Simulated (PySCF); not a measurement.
## How methods differ on the electron affinity of Sb

Sb- [Kr] 4d10 5s2 5p4 (3P) → Sb [Kr] 4d10 5s2 5p3 (4S), as a difference of total energies. Computed with PySCF 2.14 in aug-cc-pVDZ-PP with ECP28MDF (5s4p3d, 32 functions), with scalar relativity through the core potential. Correlated levels: valence: 4s2 4p6 4d10 frozen. The calculations carry no spin-orbit coupling.

```json
{"method": "UHF", "electron affinity (eV)": "-0.104"}
{"method": "MP2 (valence)", "electron affinity (eV)": "0.399"}
{"method": "SCS-MP2 (valence)", "electron affinity (eV)": "0.418"}
{"method": "CCSD (valence)", "electron affinity (eV)": "0.459"}
{"method": "CCSD(T) (valence)", "electron affinity (eV)": "0.496"}
{"method": "CCSDT (valence)", "electron affinity (eV)": "0.506"}
```

The reference lies between the lowest fine-structure levels, while these numbers refer to the centres of the terms.

Errors of the correlated levels include the incompleteness of this basis and the frozen core.

A negative affinity means that the anion lies above the atom at that level of theory.

For comparison: 1.047 eV (measured; photodetachment measurements, as compiled on the Wikipedia data page of electron affinities).
